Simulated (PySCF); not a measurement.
Atoms are numbered as in `[N:1]#[C:2]/[CH:3]=[CH:4]\[C:5](=[O:6])[SiH2:7][CH:8]=[O:9]`. Each H is labelled by its parent atom.

[PySCF 2.14.0 with density-fitted response routines: GFN2-xTB structure; shielding tensors at PBE0/pcSseg-1 (GIAO); non-relativistic; equivalent nuclei averaged; gas phase; one computed conformer]

Scale: TMS for 13C (σ = 186.93 ppm) (reference shieldings calculated alike).

**Question.** Do the 13C shifts follow the atomic charges (in e)? Tabulate both.

**Answer.** 
```csv
atoms,hybridisation,δ (ppm),σ para (ppm),Hirshfeld,IAO,Mulliken,ESP-fitted
C8,sp2,245.3,-313,+0.06,+0.01,-0.03,+0.31
C5,sp2,226.7,-291,+0.08,+0.14,+0.02,+0.37
C4,sp2,154.4,-229,-0.03,-0.16,-0.10,-0.06
C2,sp,120.4,-193,+0.08,+0.14,+0.11,+0.52
C3,sp2,108.0,-173,+0.00,-0.15,-0.09,-0.42
```

Correlation coefficients of δ with charge over these carbons: Hirshfeld +0.42, IAO +0.37, Mulliken +0.02, ESP-fitted +0.47; with the paramagnetic shielding -1.00. Among the 4 sp2 carbons alone: Hirshfeld +0.81, IAO +0.83, Mulliken +0.81, ESP-fitted +0.98. With so few points, grouped by hybridisation, these coefficients are fragile. Charge is one influence among several: hybridisation and low-lying excitations act through the paramagnetic term.

Shifts are as computed. Against solution values, carbons near 30 ppm lie about +3 ppm off and those near 130 ppm about +5 ppm. Of 1211 compounds with measured shifts, 218 miss one by over three times the rms of a fit or turn the order of signals round; such compounds aren't used in these exercises.
